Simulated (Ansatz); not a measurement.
One geometry of BiMe2Br (C₂H₆BiBr), several levels of theory.

```yaml
crystal:
  periodic: [false, false, false]
  atoms:
    - {symbol: Bi, position_ang: [-0.323607, -0.557176, 1.247480]}
    - {symbol: C, position_ang: [1.579306, -0.530782, 0.017581]}
    - {symbol: H, position_ang: [1.305414, -0.603147, -1.043575]}
    - {symbol: H, position_ang: [2.211830, -1.383540, 0.300031]}
    - {symbol: H, position_ang: [2.113503, 0.412569, 0.207744]}
    - {symbol: C, position_ang: [-1.255702, 1.094069, 0.006909]}
    - {symbol: H, position_ang: [-2.320763, 1.184860, 0.259515]}
    - {symbol: H, position_ang: [-1.143705, 0.835987, -1.054505]}
    - {symbol: H, position_ang: [-0.736915, 2.040095, 0.223545]}
    - {symbol: Br, position_ang: [-1.429360, -2.492916, -0.164714]}
basis:
  gaussian: {orbitals: def2-TZVP, initial_orbitals: start.molden}
hamiltonian: {xc: pbe, dispersion: d4}
scf: {omitted_lower_state_checks: [starts]}
output: {forces: true, orbitals: {seedname: orbitals}}
```

The file start.molden holds the orbitals of an earlier run on this structure, at another level or in another basis.

```sh
$ ansatz run in.yaml --threads 4 --pin off --events-out ev --progress --plain --max-ram 3916MiB
```

Output, abridged:

```
Functional definition: PBE
  name "PBE"
  cite "Perdew, Burke & Ernzerhof, Phys. Rev. Lett. 77, 3865 (1996) doi:10.1103/PhysRevLett.77.3865"
  parent pbe
  parameter kappa = 0.804
  parameter beta = 0.06672455060314922
  exchange = pbe_x(kappa = kappa, mu = beta*pi^2/3)
  correlation = pbe_c(beta = beta)
these checks for a lower state are left out or cut short: starts
1360 factors; their error is unknown
mean field evaluation 1: about -78048.0356 eV, gradient 1.1e1 eV
mean field evaluation 2: about -78048.1439 eV, gradient 1.3e-1 eV
mean field evaluation 4: about -78048.0952 eV, gradient 3.7e-4 eV
mean field -78048.09523741 eV, -2868.2145970759 hartree, gradient 8.4e-6 eV, S^2 0.000000; 0 other end points of the search recorded, 0 dependent functions left out
the calculation of the forces begins
reference -78048.09528027 eV, -2868.2145986509 hartree; 38, 38 occupied and 158, 158 virtual orbitals, 1360 factors
Total energy: -78048.34734219 eV, -2868.2238617555 hartree
Atom 0 at    -0.323607    -0.557176     1.247480 Å, force    -0.014509    -0.022916     0.042884 eV/Å
Atom 1 at     1.579306    -0.530782     0.017581 Å, force     0.145335    -0.017987    -0.092747 eV/Å
Atom 2 at     1.305414    -0.603147    -1.043575 Å, force     0.001677     0.014494     0.084611 eV/Å
Atom 3 at     2.211830    -1.383540     0.300031 Å, force    -0.053941     0.065276    -0.006878 eV/Å
Atom 4 at     2.113503     0.412569     0.207744 Å, force    -0.034219    -0.053997    -0.003876 eV/Å
Atom 5 at    -1.255702     1.094069     0.006909 Å, force    -0.084768     0.112427    -0.091774 eV/Å
Atom 6 at    -2.320763     1.184860     0.259515 Å, force     0.074544    -0.011230    -0.001539 eV/Å
Atom 7 at    -1.143705     0.835987    -1.054505 Å, force     0.009566     0.003916     0.077910 eV/Å
Atom 8 at    -0.736915     2.040095     0.223545 Å, force    -0.022527    -0.052564    -0.003100 eV/Å
Atom 9 at    -1.429360    -2.492916    -0.164714 Å, force    -0.021159    -0.037418    -0.005491 eV/Å
Dipole moment:     0.311269     0.544791     0.337404 e Å
Checks for a lower state left out: starts
```

Run time 2.2 s (4 threads of Arm Neoverse V2 on a shared host).

The first input with `gaussian: {orbitals: def2-SVP, initial_orbitals: start.molden}`, `hamiltonian: {xc: pbe0, dispersion: d4}`, `output: {orbitals: {seedname: orbitals}}` (abridged; 1.5 s):

```
Functional definition: PBE0
mean field -78038.91981282 eV, -2867.8774064415 hartree, gradient 2.7e-5 eV, S^2 0.000000
Total energy: -78039.13628643 eV, -2867.8853617000 hartree
Checks for a lower state left out: starts
```

As the first input, with `hamiltonian: {xc: {text: "exchange = 0.50*pbe_x + 0.50*exact_x\ncorrelation = pbe_c"}}`, `output: {orbitals: {seedname: orbitals}}` (abridged; 2.8 s):

```
Functional definition: unnamed
mean field -78052.48310887 eV, -2868.3758483776 hartree, gradient 1.3e-5 eV, S^2 0.000000
Total energy: -78052.48313003 eV, -2868.3758491554 hartree
Checks for a lower state left out: starts
```

The first input with `gaussian: {orbitals: def2-SVP, initial_orbitals: start.molden}`, `output: {orbitals: {seedname: orbitals}}` (abridged; 0.95 s):

```
Functional definition: PBE
mean field -78036.69745763 eV, -2867.7957363945 hartree, gradient 5.3e-5 eV, S^2 0.000000
Total energy: -78036.94955561 eV, -2867.8050008245 hartree
Checks for a lower state left out: starts
```

First input, but with `hamiltonian: {xc: {name: revPBE}, dispersion: d4}`, `output: {orbitals: {seedname: orbitals}}` (abridged; 1.8 s):

```
Functional definition: revPBE
mean field -78056.48079896 eV, -2868.5227607789 hartree, gradient 1.1e-5 eV, S^2 0.000000
Total energy: -78057.11609299 eV, -2868.5461074036 hartree
Checks for a lower state left out: starts
```

First input, but with `hamiltonian: {xc: {name: r2SCANh}, dispersion: d4}`, `output: {orbitals: {seedname: orbitals}}` (abridged; 4.9 s):

```
Functional definition: r2SCANh
mean field -78061.21193833 eV, -2868.6966269438 hartree, gradient 1.5e-5 eV, S^2 0.000000
Total energy: -78061.27623109 eV, -2868.6989896590 hartree
Checks for a lower state left out: starts
```

First input, but with `hamiltonian: {xc: {name: B3LYP}, dispersion: d4}`, `output: {orbitals: {seedname: orbitals}}` (abridged; 2.7 s):

```
Functional definition: B3LYP
mean field -78064.00831634 eV, -2868.7993919404 hartree, gradient 2.5e-5 eV, S^2 0.000000
Total energy: -78064.42010075 eV, -2868.8145247381 hartree
Checks for a lower state left out: starts
```

Geometry: PBE0-D4/def2-SVP.

In the def2 sets Bi takes a core potential; there is no spin–orbit coupling. B3LYP takes the VWN-RPA correlation.
